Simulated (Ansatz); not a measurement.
A first, cheap relaxation of C4H12BN, SMILES `BNC(C)(C)C`.

```yaml
crystal:
  periodic: [false, false, false]
  atoms:
    - {symbol: B, position_ang: [1.064000, -1.635500, 1.319800]}
    - {symbol: N, position_ang: [0.979700, -0.108000, 0.915300]}
    - {symbol: C, position_ang: [-0.043500, 0.251000, -0.140300]}
    - {symbol: C, position_ang: [0.367900, -0.472400, -1.457000]}
    - {symbol: C, position_ang: [0.099800, 1.758200, -0.403300]}
    - {symbol: C, position_ang: [-1.455300, -0.050900, 0.329700]}
    - {symbol: H, position_ang: [1.401700, -2.403800, 0.536700]}
    - {symbol: H, position_ang: [0.818700, -1.899600, 2.412700]}
    - {symbol: H, position_ang: [0.768300, 0.445800, 1.831700]}
    - {symbol: H, position_ang: [0.110900, -1.572800, -1.340500]}
    - {symbol: H, position_ang: [-0.366900, -0.102700, -2.249600]}
    - {symbol: H, position_ang: [1.373800, -0.319300, -1.728600]}
    - {symbol: H, position_ang: [1.079300, 2.056100, -0.723500]}
    - {symbol: H, position_ang: [-0.637700, 2.099000, -1.161100]}
    - {symbol: H, position_ang: [-0.134100, 2.322500, 0.542600]}
    - {symbol: H, position_ang: [-1.667200, 0.464100, 1.319100]}
    - {symbol: H, position_ang: [-1.595500, -1.131400, 0.453800]}
    - {symbol: H, position_ang: [-2.201400, 0.310900, -0.405700]}
basis:
  gaussian: {orbitals: def2-SVP}
hamiltonian: {xc: pbe, dispersion: d4}
relax: {f_tol: 0.03, max_steps: 200}
```

```sh
$ ansatz run in.yaml --threads 4 --pin off --events-out ev --progress --plain --max-ram 11315MiB
```

It prints (some lines left out):

```
Functional definition: PBE
mean field -6495.72900586 eV, -238.7136380023 hartree, gradient 1.6e-5 eV, S^2 0.000000; 0 other end points of the search recorded, 0 dependent functions left out
relax step   1: F+E_penalty+E_count = -6496.11514675 eV  Δ(F+E_penalty+E_count) = +0.000e0 eV  max|allowed force component| = 4.928e0 eV/Å  Δτ_max = 0.0000 Å  (30 SCF iters, accepted)
mean field -6496.57380567 eV, -238.7446838225 hartree, gradient 1.3e-5 eV, S^2 0.000000; 0 other end points of the search recorded, 0 dependent functions left out
relax step   2: F+E_penalty+E_count = -6496.96012297 eV  Δ(F+E_penalty+E_count) = -8.450e-1 eV  max|allowed force component| = 2.590e0 eV/Å  Δτ_max = 0.1985 Å  (30 SCF iters, accepted)
mean field -6496.86293938 eV, -238.7553092905 hartree, gradient 9.8e-6 eV, S^2 0.000000; 0 other end points of the search recorded, 0 dependent functions left out
relax step   3: F+E_penalty+E_count = -6497.25124185 eV  Δ(F+E_penalty+E_count) = -2.911e-1 eV  max|allowed force component| = 1.690e0 eV/Å  Δτ_max = 0.1936 Å  (30 SCF iters, accepted)
mean field -6497.00066738 eV, -238.7603707010 hartree, gradient 2.1e-5 eV, S^2 0.000000; 0 other end points of the search recorded, 0 dependent functions left out
relax step   4: F+E_penalty+E_count = -6497.38698412 eV  Δ(F+E_penalty+E_count) = -1.357e-1 eV  max|allowed force component| = 4.933e-1 eV/Å  Δτ_max = 0.1978 Å  (29 SCF iters, accepted)
mean field -6497.08483692 eV, -238.7634638745 hartree, gradient 2.2e-5 eV, S^2 0.000000; 0 other end points of the search recorded, 0 dependent functions left out
relax step   5: F+E_penalty+E_count = -6497.47080821 eV  Δ(F+E_penalty+E_count) = -8.382e-2 eV  max|allowed force component| = 2.812e-1 eV/Å  Δτ_max = 0.2000 Å  (29 SCF iters, accepted)
mean field -6497.10074776 eV, -238.7640485872 hartree, gradient 8.7e-6 eV, S^2 0.000000; 0 other end points of the search recorded, 0 dependent functions left out
relax step   6: F+E_penalty+E_count = -6497.48368621 eV  Δ(F+E_penalty+E_count) = -1.288e-2 eV  max|allowed force component| = 4.618e-1 eV/Å  Δτ_max = 0.2000 Å  (29 SCF iters, accepted)
mean field -6497.13229172 eV, -238.7652078061 hartree, gradient 2.7e-5 eV, S^2 0.000000; 0 other end points of the search recorded, 0 dependent functions left out
relax step   7: F+E_penalty+E_count = -6497.51687156 eV  Δ(F+E_penalty+E_count) = -3.319e-2 eV  max|allowed force component| = 1.257e-1 eV/Å  Δτ_max = 0.1227 Å  (29 SCF iters, accepted)
mean field -6497.12528649 eV, -238.7649503690 hartree, gradient 7.8e-6 eV, S^2 0.000000; 0 other end points of the search recorded, 0 dependent functions left out
relax step   8: F+E_penalty+E_count = -6497.50981159 eV  Δ(F+E_penalty+E_count) = +7.060e-3 eV  max|allowed force component| = 4.901e-1 eV/Å  Δτ_max = 0.2000 Å  (29 SCF iters, rejected (line search))
mean field -6497.13607838 eV, -238.7653469635 hartree, gradient 8.3e-6 eV, S^2 0.000000; 0 other end points of the search recorded, 0 dependent functions left out
relax step   9: F+E_penalty+E_count = -6497.52067970 eV  Δ(F+E_penalty+E_count) = -3.808e-3 eV  max|allowed force component| = 2.027e-1 eV/Å  Δτ_max = 0.0996 Å  (29 SCF iters, accepted)
mean field -6497.14272828 eV, -238.7655913427 hartree, gradient 8.7e-6 eV, S^2 0.000000; 0 other end points of the search recorded, 0 dependent functions left out
relax step  10: F+E_penalty+E_count = -6497.52728033 eV  Δ(F+E_penalty+E_count) = -6.601e-3 eV  max|allowed force component| = 3.560e-2 eV/Å  Δτ_max = 0.1000 Å  (29 SCF iters, accepted)
mean field -6497.14736489 eV, -238.7657617350 hartree, gradient 8.2e-6 eV, S^2 0.000000; 0 other end points of the search recorded, 0 dependent functions left out
relax step  11: F+E_penalty+E_count = -6497.53159946 eV  Δ(F+E_penalty+E_count) = -4.319e-3 eV  max|allowed force component| = 1.272e-1 eV/Å  Δτ_max = 0.1463 Å  (29 SCF iters, accepted)
mean field -6497.14946891 eV, -238.7658390563 hartree, gradient 8.8e-6 eV, S^2 0.000000; 0 other end points of the search recorded, 0 dependent functions left out
relax step  12: F+E_penalty+E_count = -6497.53361780 eV  Δ(F+E_penalty+E_count) = -2.018e-3 eV  max|allowed force component| = 1.483e-1 eV/Å  Δτ_max = 0.0910 Å  (30 SCF iters, accepted)
mean field -6497.15201874 eV, -238.7659327609 hartree, gradient 8.9e-6 eV, S^2 0.000000; 0 other end points of the search recorded, 0 dependent functions left out
relax step  13: F+E_penalty+E_count = -6497.53620288 eV  Δ(F+E_penalty+E_count) = -2.585e-3 eV  max|allowed force component| = 1.310e-1 eV/Å  Δτ_max = 0.0696 Å  (30 SCF iters, accepted)
mean field -6497.15390362 eV, -238.7660020288 hartree, gradient 8.9e-6 eV, S^2 0.000000; 0 other end points of the search recorded, 0 dependent functions left out
relax step  14: F+E_penalty+E_count = -6497.53813850 eV  Δ(F+E_penalty+E_count) = -1.936e-3 eV  max|allowed force component| = 9.748e-2 eV/Å  Δτ_max = 0.0871 Å  (29 SCF iters, accepted)
mean field -6497.15408616 eV, -238.7660087372 hartree, gradient 8.9e-6 eV, S^2 0.000000; 0 other end points of the search recorded, 0 dependent functions left out
relax step  15: F+E_penalty+E_count = -6497.53830889 eV  Δ(F+E_penalty+E_count) = -1.704e-4 eV  max|allowed force component| = 7.378e-2 eV/Å  Δτ_max = 0.0782 Å  (29 SCF iters, accepted)
mean field -6497.15436824 eV, -238.7660191034 hartree, gradient 9.0e-6 eV, S^2 0.000000; 0 other end points of the search recorded, 0 dependent functions left out
relax step  16: F+E_penalty+E_count = -6497.53856900 eV  Δ(F+E_penalty+E_count) = -2.601e-4 eV  max|allowed force component| = 9.577e-2 eV/Å  Δτ_max = 0.0525 Å  (31 SCF iters, accepted)
mean field -6497.15509142 eV, -238.7660456796 hartree, gradient 9.0e-6 eV, S^2 0.000000; 0 other end points of the search recorded, 0 dependent functions left out
relax step  17: F+E_penalty+E_count = -6497.53928900 eV  Δ(F+E_penalty+E_count) = -7.200e-4 eV  max|allowed force component| = 7.559e-3 eV/Å  Δτ_max = 0.0085 Å  (32 SCF iters, accepted)
mean field -6497.15509142 eV, -238.7660456796 hartree, gradient 2.1e-5 eV, S^2 0.000000; 1 other end points of the search recorded, 0 dependent functions left out
Total energy: -6497.53932889 eV, -238.7801661464 hartree
Atom 0 at     1.441231    -1.393993     1.238339 Å, force    -0.002317     0.005877     0.004399 eV/Å
Atom 1 at     0.529403    -0.347390     1.084790 Å, force     0.001962    -0.003894    -0.007559 eV/Å
Atom 2 at    -0.179594     0.185573    -0.096260 Å, force     0.004067    -0.003515     0.004180 eV/Å
Atom 3 at     0.181507    -0.603008    -1.359309 Å, force    -0.000101     0.000580    -0.001053 eV/Å
Atom 4 at     0.220511     1.664478    -0.270592 Å, force     0.001258     0.000026    -0.000100 eV/Å
Atom 5 at    -1.695450     0.085299     0.167566 Å, force    -0.000181    -0.001302     0.000682 eV/Å
Atom 6 at     1.793997    -2.067447     0.291075 Å, force    -0.000767    -0.002290    -0.004071 eV/Å
Atom 7 at     1.870106    -1.605504     2.359030 Å, force    -0.001798     0.000326    -0.002587 eV/Å
Atom 8 at     0.277527     0.179763     1.927282 Å, force    -0.001761     0.003174     0.002789 eV/Å
Atom 9 at    -0.094247    -1.671424    -1.262709 Å, force     0.001265     0.001116     0.001157 eV/Å
Atom 10 at    -0.364682    -0.181233    -2.225939 Å, force    -0.000723    -0.000127    -0.000138 eV/Å
Atom 11 at     1.266627    -0.549211    -1.574716 Å, force    -0.001091    -0.000328     0.002133 eV/Å
Atom 12 at     1.308814     1.754469    -0.459661 Å, force    -0.000260     0.000353     0.000449 eV/Å
Atom 13 at    -0.322771     2.125913    -1.119767 Å, force    -0.000067    -0.000273    -0.000146 eV/Å
Atom 14 at    -0.018897     2.251793     0.640748 Å, force    -0.000228     0.000540    -0.000315 eV/Å
Atom 15 at    -1.977239     0.640876     1.086714 Å, force    -0.000265    -0.000609    -0.000016 eV/Å
Atom 16 at    -1.999546    -0.972189     0.299868 Å, force     0.000098     0.000283    -0.000141 eV/Å
Atom 17 at    -2.274795     0.514436    -0.674660 Å, force     0.000910     0.000061     0.000338 eV/Å
Dipole moment:    -0.325848     0.359757    -0.111019 e Å
```

It took 34 s on 4 threads of an Arm Neoverse V2 on a shared host, with 0.2 GiB of host memory at the peak.
